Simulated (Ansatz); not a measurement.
Cartesian coordinates in Å:
```
Cl -0.5485 0.3642 2.0599
C 1.0365 -0.0132 1.2325
B 0.0214 -0.7053 0.2742
Ge -0.7109 0.2705 -1.3846
H 1.4976 0.9358 0.9741
H 1.6347 -0.6009 1.9232
H -0.2448 -1.8501 0.4854
H -2.2288 0.0912 -1.5677
H -0.4199 1.7857 -1.3363
H -0.0372 -0.2780 -2.6606
```

Charge 0, multiplicity 1.

Task: List the r2SCAN/def2-TZVPP orbital energies in eV (the Gaussian-basis code of Ansatz). (Estimate.)

Result: Ansatz gave: Occupied: -10833.51, -2754.53, -1348.65, -1198.70, -1198.70, -1198.69, -274.75, -255.85, -194.46, -194.26, -194.19, -180.79, -166.81, -116.51, -116.51, -116.47, -29.81, -29.81, -29.75, -29.73, -29.72, -23.37, -17.87, -14.35, -12.97, -12.14, -11.05, -9.34, -8.63, -8.42, -8.15, -7.92, -7.02. Lowest empty: -1.61, -0.85, 0.82, 1.10, 1.58, 1.68, 1.96, 2.26.
